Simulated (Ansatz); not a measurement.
GeH7NO2Si (`O[SiH2][NH][GeH2][OH]`), relaxed with RKS PBE0-D4/def2-TZVP in Ansatz 0.2.0 from a GFN2-xTB geometry. The force threshold is 0.005 eV/Å; the program also tests the step.

Charge 0, multiplicity 1.

Start:

```xyz
12

O     1.665   -0.644    1.052
Si    0.451    0.211    1.678
N    -0.529    0.816    0.360
Ge   -0.887    0.007   -1.201
O     0.668   -0.658   -1.679
H     1.682   -0.709    0.095
H     0.951    1.405    2.360
H    -0.323   -0.679    2.549
H    -1.186    1.528    0.630
H    -1.333    1.040   -2.208
H    -1.855   -1.160   -1.142
H     0.697   -1.156   -2.493
```

(1) How much energy does the relaxation release, and in how many steps? (Best estimate.)

(2) Which bonds change most? (Estimate.)

(3) Give the relaxed structure. (An estimate is asked.)

## Answers

(1) Computed: 0.18 eV, in 16 steps, 1 of them rejected.

(2) The calculation gave: Ge4–O5 from 1.757 to 1.800 Å; Si2–H7 from 1.463 to 1.490 Å; O1–Si2 from 1.612 to 1.638 Å; Ge4–H10 from 1.511 to 1.537 Å.

(3) The calculation gave: 
```xyz
12

O     1.377   -0.933    0.999
Si    0.364    0.166    1.668
N    -0.667    0.785    0.426
Ge   -0.898   -0.020   -1.186
O     0.777   -0.327   -1.770
H     1.597   -0.765    0.072
H     1.049    1.338    2.282
H    -0.366   -0.571    2.729
H    -0.848    1.777    0.426
H    -1.618    0.947   -2.139
H    -1.596   -1.385   -1.068
H     0.829   -1.013   -2.440
```
